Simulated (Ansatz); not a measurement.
`NC(F)[TeH]` + H₂ → `FC[TeH]` + NH₃ at 600 K and 1 bar (hydrogenolysis of a C–N bond).

Calculated with Ansatz (gas phase, PBE0-D4/def2-TZVP geometries, no zero-point term in ΔE). CCSD(T)/CBS is the MP2 limit (def2-TZVPP, def2-QZVPP) plus CCSD(T) − MP2 in def2-TZVPP, frozen cores. This one scheme is used for every species. Elements past krypton have def2 core potentials. For Te outer-core shells are correlated without core-valence functions, which leaves a few kJ/mol of doubt a bond. One conformer a species, not always the lowest.

```tsv
species	CCSD(T)/CBS energy (Eh)	H − E (kJ/mol)	S (J/(mol·K))
`NC(F)[TeH]`	-462.65439	189.3	402.2
H₂	-1.17544	43.9	150.8
`FC[TeH]`	-407.34762	132.3	349.3
NH₃	-56.50880	112.4	219.5
```

H − E and S are ideal-gas, rigid-rotor, harmonic terms from PBE0-D4/def2-TZVP, for one conformer and one mirror image of each species. The MP2-based limit puts H₂ 0.8 mEh under its directly extrapolated value; such offsets cancel only in part. 1 Eh = 2625.50 kJ/mol, R = 8.31446 J/(mol·K).

By hand: ΔE, ΔH, ΔS and ΔG.

ΔE = (-407.34762) + (-56.50880) − (-462.65439) − (-1.17544) = -0.02659 Eh = -69.8 kJ/mol. Δ(H − E) = 132.3 + 112.4 − 189.3 − 43.9 = 11.5, so ΔH = -58.3 kJ/mol. ΔS = 349.3 + 219.5 − 402.2 − 150.8 = 15.8 J/(mol·K). ΔG = -58.3 − 600 × (15.8)/1000 = -67.8 kJ/mol.

By hand: the equilibrium constant, and the temperature at which ΔG would vanish if ΔH and ΔS stayed fixed.

log₁₀ K = −ΔG/(RT ln 10) = 5.9. ΔH and −TΔS have one sign here, so there is no such temperature.

ΔH outweighs TΔS. A doubt of 5 kJ/mol in ΔE shifts log₁₀ K by 0.4 here. Other conformers and mirror images would add mixing entropy, several J/(mol·K) or more a flexible species. These are equilibria of isolated gas molecules and say nothing of rates. Largest T1 diagnostic: 0.012 (customary marks: 0.02 for closed shells, 0.045 for open ones).
